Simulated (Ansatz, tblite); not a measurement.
Cost and result up the ladder for Ag3O⁺ (4 atoms). Charge 1, multiplicity 1. Geometry: B3LYP-D4/def2-SVP.

Cartesian coordinates in Å:
```
Ag 1.435 -0.915 -1.177
Ag -2.002 -0.170 -0.493
Ag 0.571 1.144 1.627
O -0.004 -0.059 0.042
```

Ansatz on 4 threads of Arm Neoverse V2 on a shared host; xTB runs through tblite on one thread. Times are rough, summed over both states, and most runs start from the orbitals of an earlier one. PBE-QIDH/def2-TZVP serves as the yardstick here, not as an exact answer. The other state is a triplet at its own geometry.

In the def2 sets Ag takes a core potential; there is no spin–orbit coupling. The xTB rows come from tblite. LC-ωPBE has ω = 0.4 bohr⁻¹. B3LYP takes the VWN-RPA correlation. Correlated methods freeze 1 core orbital; core or outer-core shells of Ag are correlated, in sets that lack core-valence functions. The structure comes from a short search, and lower isomers may exist.

Run but left out: HF/STO-3G (triplet: ⟨S²⟩ 3.92, where a pure state has 2.00).

Second-order perturbation terms are unreliable where d shells bring near-degenerate states, and here PBE-QIDH/def2-TZVP lies more than 0.4 eV from the median of the functionals without such a term.

Correlated methods converge slowly with the basis.

xTB has no spin-polarisation term.

```json
{"level": "GFN1-xTB", "functions": "31", "wall time": "0.008 s", "triplet − singlet (eV)": "2.39", "difference from PBE-QIDH/def2-TZVP (eV)": "0.09"}
{"level": "GFN2-xTB", "functions": "31", "wall time": "0.008 s", "triplet − singlet (eV)": "2.73", "difference from PBE-QIDH/def2-TZVP (eV)": "0.43"}
{"level": "PBE-D4/def2-TZVP", "functions": "151", "wall time": "4.5 s", "triplet − singlet (eV)": "1.54", "difference from PBE-QIDH/def2-TZVP (eV)": "-0.75"}
{"level": "B3LYP-D4/def2-TZVP", "functions": "151", "wall time": "7.1 s", "triplet − singlet (eV)": "1.63", "difference from PBE-QIDH/def2-TZVP (eV)": "-0.67"}
{"level": "PBE0-D4/def2-TZVP", "functions": "151", "wall time": "8.2 s", "triplet − singlet (eV)": "1.74", "difference from PBE-QIDH/def2-TZVP (eV)": "-0.56"}
{"level": "LC-ωPBE/def2-TZVP", "functions": "151", "wall time": "10 s", "triplet − singlet (eV)": "2.50", "difference from PBE-QIDH/def2-TZVP (eV)": "0.20"}
{"level": "RPA@PBE/def2-TZVP", "functions": "151", "wall time": "11 s", "triplet − singlet (eV)": "2.11", "difference from PBE-QIDH/def2-TZVP (eV)": "-0.18"}
{"level": "PBE-QIDH/def2-TZVP", "functions": "151", "wall time": "12 s", "triplet − singlet (eV)": "2.30", "difference from PBE-QIDH/def2-TZVP (eV)": "0.00"}
{"level": "r2SCAN-D4/def2-TZVP (with forces)", "functions": "151", "wall time": "12 s", "triplet − singlet (eV)": "1.65", "difference from PBE-QIDH/def2-TZVP (eV)": "-0.65"}
{"level": "r2SCANh-D4/def2-TZVP", "functions": "151", "wall time": "14 s", "triplet − singlet (eV)": "1.69", "difference from PBE-QIDH/def2-TZVP (eV)": "-0.61"}
{"level": "ωB97X-V/def2-TZVP", "functions": "151", "wall time": "39 s", "triplet − singlet (eV)": "2.31", "difference from PBE-QIDH/def2-TZVP (eV)": "0.02"}
```
